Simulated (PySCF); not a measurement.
**Spectroscopy problems**

Single conformer, in vacuum, equivalent nuclei averaged, non-relativistic. GFN2-xTB structure; PBE0/pcSseg-1 with gauge-including orbitals; PySCF 2.14.

Shifts are taken against calculated references (same method and geometry level): TMS for 1H (σref 31.72) and 13C (σref 186.93). Splittings of carbon signals by F and P are missing where no couplings were computed. Where no couplings were computed, multiplicities follow the n + 1 count of equivalent neighbours, and m marks all less simple cases (inequivalent or close neighbours, rings, F or P nearby). Shifts are as computed. Against solution values, carbons near 30 ppm lie about +3 ppm off and those near 130 ppm about +5 ppm. Of 1211 compounds with measured shifts, 218 miss one by over three times the rms of a fit or turn the order of signals round; such compounds aren't used in these exercises.

Question: C$_{6}$H$_{6}$NOP. 1H NMR (400 MHz, computed): δ 9.70 (m, 1H), 9.32 (m, 1H), 9.18 (m, 1H), 2.72 (s, 3H). 13C{1H} NMR (computed): δ 201.6, 167.5, 162.2, 158.3, 157.6, 26.7. Give a structure.

Answer: `CC(=O)c1cnccp1`. 6 carbon signals for 6 carbons: no two carbons are equivalent. Carbon types of the structure: 2 × C, 3 × CH, 1 × CH3, which accounts for all hydrogens. δC 201.6: ketone carbonyl carbon; low-lying n→π* states of the double bond to the heteroatom give a large paramagnetic term (-261 ppm). δC 158.3, 157.6: aromatic CH next to a ring nitrogen; the adjacent pyridine-type nitrogen withdraws density from it. δH 9.70, 9.32: hydrogen on an aromatic CH next to a ring nitrogen; ring current plus the neighbouring ring nitrogen. δH 9.18: hydrogen on an aromatic CH; it sits in the deshielding region of the aromatic ring current.

The data come from this structure; uniqueness wasn't tested.

Question: C$_{9}$H$_{16}$O. 1H NMR (500 MHz, computed): δ 6.03 (s, 1H), 3.83 (sept, 1H), 2.94 (m, 1H), 2.90 (m, 1H), 2.33 (m, 1H), 2.29 (m, 1H), 2.29 (m, 1H), 1.19 (d, 6H), 1.14 (d, 3H). 13C{1H} NMR (computed): δ 147.3 (CH), 116.5 (C), 76.9 (CH), 35.1 (CH2), 35.0 (CH2), 26.6 (CH), 25.0 (CH3), 24.8 (CH3). Give a structure.

Answer: `CC(OC=C1CC(C)C1)C`. Rings plus π bonds: 2 (1 ring in the answer). 8 carbon signals for 9 carbons: some carbons are equivalent by symmetry or fast rotation. Carbon types of the structure: 1 × C, 3 × CH, 2 × CH2, 3 × CH3, which accounts for all hydrogens. δC 147.3: alkene carbon bearing oxygen; an sp2 carbon further deshielded by the attached heteroatom. δC 116.5: β carbon of an enol-ether or enamine type C=C. δC 76.9: sp3 CH bonded to O; pulled downfield by the heteroatom. δC 25.0, 24.8: methyl carbon; saturated and bonded to C and H only.

The shifts were computed for this structure.
